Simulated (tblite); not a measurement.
C6H5F2O (doublet state).
Numbering: `[OH:1][C:2]1=[C:3]([F:4])[CH:5]=[CH:6][C@@H:7]([F:8])[CH:9]1` (hydrogens: H10 on O1; H11 on C5; H12 on C6; H13 on C7; H14 on C9)

Geometry (GFN2-xTB, Å), atoms numbered from 1 in this order:
```
atom  x, y, z in Å
O1    -2.1941   -0.9403   -1.0111
C2    -1.0512   -0.4359   -0.4922
C3    -1.0887    0.6030    0.4651
F4    -2.3052    1.0690    0.8402
C5     0.0673    1.1285    1.0465
C6     1.2874    0.6667    0.6764
C7     1.4407   -0.3925   -0.3579
F8     2.2122   -1.4483    0.1654
C9     0.1587   -0.9248   -0.8875
H10   -2.9565   -0.4913   -0.6198
H11   -0.0387    1.8977    1.7953
H12    2.1911    1.0308    1.1357
H13    2.0733   -0.0228   -1.1891
H14    0.2030   -1.7403   -1.5892
```

Structure optimised with GFN2-xTB, isolated species. This method treats the open shell by occupation alone, without spin polarisation.

Take the most abundant isotopes and a rigid rotor. The values belong to one conformer with, in the numbering `[OH:1][C:2]1=[C:3]([F:4])[CH:5]=[CH:6][C@@H:7]([F:8])[CH:9]1`, H–O1–C2–C3 -1°.

Problem. Give the principal moments of inertia and the rotational constants in cm⁻¹.

Solution. Ia = 173.91, Ib = 390.06, Ic = 540.10 u·Å²; 505379 MHz·u·Å²/I gives 2906, 1296 and 935.7 MHz, that is A = 0.09693, B = 0.04322, C = 0.03121 cm⁻¹.

Problem. What kind of rotor is it?

Solution. An asymmetric top; Ray's κ = -0.635.

Problem. Is it planar, by Δ = Ic − Ia − Ib?

Solution. Not planar: Δ = Ic − Ia − Ib = -23.87 u·Å². For a rigid frame Δ = −2 Σ m c², so Σ m c² = 11.94 u·Å² lies off the ab plane: 2.10 from hydrogen and 9.84 from heavier atoms. The atom farthest from that plane is 1.37 Å away.

Problem. List the rotational levels J(Ka,Kc) to J = 5 (K).

Solution. Above 0(0,0), as E/k:
J = 1: 1(0,1) 0.107, 1(1,1) 0.184, 1(1,0) 0.202
J = 2: 2(0,2) 0.319, 2(1,2) 0.381, 2(1,1) 0.433, 2(2,1) 0.665, 2(2,0) 0.668
J = 3: 3(0,3) 0.630, 3(1,3) 0.675, 3(1,2) 0.779, 3(2,2) 0.986, 3(2,1) 0.999, 3(3,1) 1.417, 3(3,0) 1.418
J = 4: 4(0,4) 1.035, 4(1,4) 1.064, 4(1,3) 1.235, 4(2,3) 1.413, 4(2,2) 1.448, 4(3,2) 1.850, 4(3,1) 1.852, 4(4,1) 2.448, 4(4,0) 2.448
J = 5: 5(0,5) 1.531, 5(1,5) 1.548, 5(1,4) 1.800, 5(2,4) 1.942, 5(2,3) 2.018, 5(3,3) 2.392, 5(3,2) 2.399, 5(4,2) 2.989, 5(4,1) 2.989, 5(5,1) 3.757, 5(5,0) 3.757

Problem. Estimate the classical rotational partition function at 10 K, 50 K and 298.15 K.

Solution. Point group C1, symmetry number σ = 1; q = (√π/σ)·√((kT/h)³/(ABC)), k/h = 20836.6 MHz/K: 2840 at 10 K, 31800 at 50 K, 462000 at 298.15 K.

For this open shell read J as N, the rotation without spin; fine and hyperfine splittings come on top. Its GFN2-xTB frequencies are all real (lowest 70 cm⁻¹). No vibrational averaging or centrifugal distortion is included, and the geometry carries the error of its method.

Hardware: one thread of an Arm Neoverse V2, no GPU (shared host). Cost: 0.13 s wall. That covers the optimisation of the geometry.

All values are computed, not measured.
